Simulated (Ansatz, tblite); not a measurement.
Isomers of Li3Al5⁺ (doublet), found by a short tight-binding search and relaxed with PBE-D4/def2-SVP in Ansatz.

The xTB rows come from tblite. B3LYP takes the VWN-RPA correlation. Correlated methods freeze 25 core orbitals; core or outer-core shells of Li are correlated, in sets that lack core-valence functions.

Run but left out: B2PLYP/def2-TZVP (A: ⟨S²⟩ 0.90, where a pure state has 0.75).

A: At ωB97X-V/def2-TZVP the charge 1 doublet is spin-contaminated (final ⟨S²⟩ up to 0.84, 0.75 for a pure state).

Other spin states weren't relaxed.

A:

Cartesian coordinates in Å:
```
Li 1.747 2.288 -0.994
Li 1.216 -3.252 0.444
Li -0.707 -0.854 -1.580
Al -2.344 0.351 0.662
Al 1.656 -0.522 0.146
Al -1.208 1.917 -1.098
Al 0.157 1.328 1.013
Al -0.517 -1.256 1.407
```

B:

Cartesian coordinates in Å:
```
Li -1.988 1.231 -1.735
Li 1.993 2.381 0.159
Li 0.157 -2.374 -0.662
Al 1.855 -0.509 0.771
Al 0.905 0.399 -1.483
Al -0.560 1.047 0.594
Al -2.128 -0.952 0.308
Al -0.234 -1.223 2.047
```

Question: Estimate their order by electronic energy at RPA@PBE/def2-TZVP, counted from the lowest.

Answer: B (0.0) < A (5.9), in kJ/mol.

Question: Do the other levels pick the same lowest one?

Answer: Not GFN1-xTB, GFN2-xTB, ωB97X-V/def2-TZVP. Energies above each level's lowest (kJ/mol):

| level | A | B |
| --- | --- | --- |
| GFN1-xTB | 0.0 | 48.4 |
| GFN2-xTB | 0.0 | 20.2 |
| PBE-D4/def2-SVP | 4.4 | 0.0 |
| PBE-D4/def2-TZVP | 4.3 | 0.0 |
| r2SCAN-D4/def2-TZVP | 3.2 | 0.0 |
| B3LYP-D4/def2-TZVP | 0.9 | 0.0 |
| PBE0-D4/def2-SVP | 2.8 | 0.0 |
| PBE0-D4/def2-TZVP | 3.4 | 0.0 |
| ωB97X-V/def2-TZVP | 0.0 | 0.1 |
| RPA@PBE/def2-TZVP | 5.9 | 0.0 |
Point groups (tolerance 0.1 Å): A not assigned, B not assigned. Lower isomers may exist.
